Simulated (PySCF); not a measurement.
## Radial density of V (vanadium, neutral)

PW91, [Ar] 3d3 4s2, high-spin 4F determinant. All numbers are calculated (PySCF 2.14, no relativity, point nucleus, in aug-cc-pwCVTZ).

| r (bohr) | 4πr²ρ (e/bohr) | 4πr²(ρα − ρβ) |
| --- | --- | --- |
| 0.00118 | 0.1361 | 0.0000 |
| 0.00199 | 0.3710 | 0.0000 |
| 0.00335 | 0.9863 | 0.0000 |
| 0.00563 | 2.512 | 0.0001 |
| 0.00947 | 5.959 | 0.0002 |
| 0.0159 | 12.55 | 0.0003 |
| 0.0268 | 21.67 | 0.0003 |
| 0.0450 | 27.28 | -0.0008 |
| 0.0758 | 23.14 | -0.0033 |
| 0.127 | 21.95 | 0.0048 |
| 0.214 | 29.65 | 0.1118 |
| 0.361 | 16.87 | 0.6153 |
| 0.607 | 9.701 | 1.6629 |
| 1.02 | 10.22 | 2.0045 |
| 1.72 | 2.757 | 1.0486 |
| 2.89 | 0.9577 | 0.2465 |
| 4.85 | 0.2580 | -0.0065 |
| 8.17 | 0.01106 | -0.0022 |
| 13.7 | 2.299e-05 | 0.0000 |

Where is the radial spin density 4πr²(ρα − ρβ) most negative, and why is it negative at all?

Around r = 4.85 bohr, down to -0.0065 e/bohr: exchange with the open shell polarises the paired shells in an unrestricted calculation.
